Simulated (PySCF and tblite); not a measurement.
Values are calculated unless marked as measured or tabulated.
C5H8F4, numbered as in [CH3:1][C@@H:2]([F:3])[C:4]([F:5])([F:6])[C@H:7]([CH3:8])[F:9].

First level. The ensemble was built from 200 distance-geometry starts (ETKDG and KDG, MMFF94s, GFN2-xTB) and rests on GFN2-xTB geometries. Weights use PBE0-D3(BJ)/pcSseg-1 energies plus GFN2-xTB zero-point and thermal terms (modes under about 100 cm⁻¹ blended into free rotors). Symmetry numbers and mirror images are counted. Conformers within 2.5 kcal/mol (GFN2-xTB free energy) were kept, 7 at most. GIAO shieldings: PBE0/pcSseg-1. Shifts are against TMS (¹H), TMS (¹³C), CFCl3 (¹⁹F) at the same level. (PySCF 2.14, tblite 0.8.)

It gives, at 298.15 K, with 3 conformers (largest weight 89 %): ¹H: 5.25 (H2/H7, 2H), 1.65 (H1/H8, 6H) ppm. ¹³C: 126.1 (C4), 93.5 (C2/C7), 16.8 (C1/C8) ppm. ¹⁹F: -132.4 (F6), -153.1 (F5), -227.9 (F3/F9) ppm.

Second level: GFN2-xTB geometries, energies BLYP-D3(BJ)/pcseg-1 (IEF-PCM, cyclohexane), shieldings wB97X-D/pcSseg-1 (IEF-PCM, cyclohexane), on up to 7 of the same conformers.

Question: How do the averaged shifts change?

Answer: 
```csv
signal,first,second,change (ppm)
H1/H8,1.65,1.70,0.05
H2/H7,5.25,5.30,0.04
C1/C8,16.8,17.6,0.8
C2/C7,93.5,94.3,0.8
C4,126.1,127.1,1.0
```

The largest weight becomes 84 %.

Unscaled ¹⁹F shifts at such levels can be off by tens of ppm; differences between conformers or isomers are more reliable. Shifts are unscaled: against experiment ¹³C can be off by 15 ppm or more and ¹H by 0.8 ppm.


Conformer gaps in pcSseg-1 or pcseg-1 on xTB geometries can be 2 kcal/mol off for S=O, P=O and other polar bonds.